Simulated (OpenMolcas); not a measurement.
Ta3+ (d2) in a complex was computed by SS-CASPT2, IPEA 0.25 Eh, imaginary shift 0.1 Eh with the d shell active (OpenMolcas, ANO-RCC-VTZP on the metal). Its lowest spin-free states, and all those of the highest spin:

```
2S+1  Degeneracy  E (cm-1)
   1           1         0
   3           2        53
   3           1      2810
   1           1      4300
   1           2      6570
   3           1      8620
   3           2     14550
   1           1     14600
   1           1     15790
   1           1     18820
   1           2     20410
   3           1     30610
   3           2     42240
   3           1     51810
```

Task: Is the site octahedral, tetrahedral or cube-like, axial, or of lower symmetry?

Result: The states with 2S+1 = 3 have orbital degeneracies 2, 1, 1, 2, 1, 2, 1. There are pairs but no triples, so the site is axial: not cubic, but with a proper or improper axis of order three or more. The run had Ta3+ with 4 ligands (chloride) in square-planar coordination (D4h) at 2.35 Å. A charge of +0.25 e stands 2.6 Å behind each ligand. Ligand basis ANO-RCC-VDZP.

Over all roots computed the reference weight is 0.73 to 0.74; a low but even weight reflects the number of correlated electrons. Spin-orbit coupling mixes the spin-free states strongly: the lowest level takes only 66 % from its leading state, 3E, which lies 53 cm-1 above the lowest spin-free state. The least metal-like active orbital is 68 % on the metal (Löwdin) and no ligand orbital is active, so the numbers are rough. Ligand-to-metal charge-transfer states are missing. With no ligand orbital active B as a rule stays too high, so bands that hang on it stand too high and its fall with covalency is understated. No measured value stands beside these numbers; the geometry is a model, was not optimised and need not be the one that this ion takes.
